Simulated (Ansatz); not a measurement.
Z-matrix (Å, degrees):
```
Si
B 1 2.027
H 1 1.487 2 108.5
H 1 1.487 2 108.5 3 118.0
H 1 1.486 2 111.9 3 -121.0
Br 2 1.923 1 119.5 3 -58.9
F 2 1.313 1 123.6 3 121.1
```

The species carries charge 0 and has multiplicity 1.

(1) List the PBE/def2-TZVPP orbital energies in eV (Ansatz 0.2.0). (Best estimate.)

## Answers

(1) The calculation gave: Occupied: -13089.30, -1779.63, -1682.43, -1516.79, -1516.75, -1516.73, -661.13, -229.22, -179.89, -171.36, -171.23, -171.16, -137.44, -94.16, -94.16, -94.15, -68.04, -68.01, -67.96, -67.86, -67.85, -31.15, -19.91, -14.35, -13.51, -11.81, -11.78, -10.62, -8.80, -8.70, -7.90, -7.86, -7.14. Lowest empty: -2.75, -0.34, -0.01, 0.20, 0.74, 1.43, 1.45, 2.14.
